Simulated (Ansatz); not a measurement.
System: C$_{2}$H$_{7}$Si (charge -1, singlet). It need not be the lowest isomer of its formula. Whether it binds its extra electron was not tested at this geometry. 
Coordinates optimised at B3LYP-D3(BJ)/def2-TZVP (Ansatz, an electronic-structure program):
SMILES: C[SiH-]C
```xyz
10

Si     0.1045    -0.7028    -0.2481
C      1.3687     0.7879     0.0115
C     -1.4883     0.1938     0.4915
H     -0.2108    -0.3854    -1.7318
H      0.9714     1.7612    -0.3085
H      2.3001     0.6089    -0.5388
H      1.6394     0.8742     1.0712
H     -2.3986    -0.3682     0.2505
H     -1.6222     1.2218     0.1272
H     -1.4242     0.2371     1.5858
```
Charge -1, spin multiplicity 1.

Basis-set convergence of Hartree-Fock and CCSD(T) correlation energies (hartree) with Ansatz. Correlated levels leave the core frozen unless marked. No spin-orbit coupling. Non-relativistic. This anion needs diffuse functions, which these sets lack.

```csv
basis,functions,E(HF),"E(corr, CCSD(T))"
cc-pV(D+d)Z,86,-368.70617,-0.47665
cc-pV(T+d)Z,197,-368.74661,-0.57402
cc-pV(Q+d)Z,384,[?],[?]
```

Problem. Complete the blanks.

Solution. 
- cc-pV(Q+d)Z, E(HF): -368.75782
- cc-pV(Q+d)Z, E(corr, CCSD(T)): -0.60217
